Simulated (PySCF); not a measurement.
Mg(SMe)(SeH) (CH4MgSSe), SMILES [SeH][Mg][S]C. Atoms are numbered in the order given.

```xyz
8

Mg     0.3781     0.0395    -0.0822
S      2.2113    -0.8570    -1.1563
C      1.5408    -2.3951    -1.9371
H      1.1650    -3.1071    -1.1887
H      2.3757    -2.8690    -2.4719
H      0.7476    -2.1755    -2.6657
Se    -1.5364     1.0435     1.0346
H     -1.2150     0.2809     2.2607
```
Charge 0, spin multiplicity 1.

Geometry optimised at B3LYP-D3(BJ)/def2-SVP. The structure was generated by enumeration; whether it is a known compound was not checked. One conformer was computed; it need not be the lowest.

Two levels are set side by side: PBE/pcSseg-1 (PySCF) and HF/pcSseg-1 (PySCF). GIAO shifts against H2S (³³S), Me2Se (⁷⁷Se), TMS (¹H), TMS (¹³C) at the same level; non-relativistic, no solvent, atoms listed together averaged. Differences are taken from unrounded values.

```json
[
 {"quantity": "δ(³³S) of S2 (ppm)", "HF": "-72.2"},
 {"quantity": "δ(¹³C) of C3 (ppm)", "HF": "11.0"},
 {"quantity": "δ(⁷⁷Se) of Se7 (ppm)", "HF": "-594.4"},
 {"quantity": "δ(¹H) of H8 (ppm)", "HF": "-0.52"}
]
```

Problem. What does PBE give, and how far is it from HF? (The exact figures need the calculation; the answer reports its results.)

Solution. 
```
quantity                 PBE  PBE minus HF
--------------------  ------  ------------
δ(³³S) of S2 (ppm)      40.8         112.9
δ(¹³C) of C3 (ppm)      14.0           3.0
δ(⁷⁷Se) of Se7 (ppm)  -718.6        -124.3
δ(¹H) of H8 (ppm)      -0.81         -0.29
```

Rough cost on one machine, each run with all the roots and properties that it gave: HF against PBE within a factor of 2.
